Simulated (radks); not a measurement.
Values are calculated unless marked as measured or tabulated.
Q: Ionisation of Ti, [Ar] 3d2 4s2, to Ti+, [Ar] 3d2 4s1, under several functionals. Dirac Kohn-Sham, spin-unpolarised, spherical densities, point nucleus; open shells are shared between the two j in proportion to 2j + 1; a radial shooting solver on a logarithmic mesh with Libxc functionals. Known Delta-SCF values: LDA (Slater exchange, VWN5 correlation) 7.528 eV; BLYP 7.287 eV. What does exchange-only B88 give, and what is its highest occupied eigenvalue?

A: 6.729 eV by Delta-SCF; the 3d5/2 eigenvalue is -3.415 eV. NIST: 6.828 eV (measured).

Beside tabulated values, note that spin-unpolarised runs miss the spin-polarisation part of the exchange energy of open shells.
